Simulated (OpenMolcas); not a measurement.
Ir3+ (d6) among equal point charges was computed by CASSCF with the d shell active (OpenMolcas, ANO-RCC-VDZP on the metal). Its lowest spin-free states, and all those of the highest spin:

| 2S+1 | Degeneracy | E (cm-1) |
| --- | --- | --- |
| 5 | 2 | 0.0 |
| 5 | 3 | 3935 |
| 3 | 3 | 15769 |
| 3 | 2 | 17947 |
| 3 | 3 | 19183 |
| 3 | 3 | 19304 |
| 3 | 1 | 21015 |
| 3 | 1 | 21981 |
| 3 | 3 | 21989 |
| 3 | 3 | 22822 |
| 3 | 2 | 23425 |
| 3 | 3 | 24125 |

Is the site octahedral, tetrahedral or cube-like, axial, or of lower symmetry?

The states with 2S+1 = 5 have orbital degeneracies 2, 3. Threefold states need a cubic site. For d6 at this spin an octahedron puts the threefold T2 below the twofold E and a tetrahedron or cube puts the twofold E below the threefold T2, so the site is a tetrahedron or a cube, which this pattern cannot tell apart. The first gap at this spin, 3940 cm-1, is |10Dq| in ligand-field theory. The run had Ir3+ among 4 point charges of -1 e arranged as a tetrahedron (Td), 1.78 Å from the ion.

Spin-orbit coupling mixes the spin-free states strongly: the lowest level takes only 66 % from its leading state, 5E. An orbital doublet at a regular site is open to a Jahn-Teller distortion, which this geometry leaves out. Without dynamic correlation the repulsion within the d shell is too large (B by tens of per cent), so at a given field states of lower spin stand too high. Point charges give a weaker field than real ligands, and real ions of this kind are as a rule low spin; the high spin found here belongs to the model. The ground term spreads over less than 5000 cm-1, several times less than with real ligands, so orbital moments are less quenched and χT lies further from the spin-only value than at real sites. This is an electrostatic model: the charges have no orbitals. No measured value stands beside these numbers.
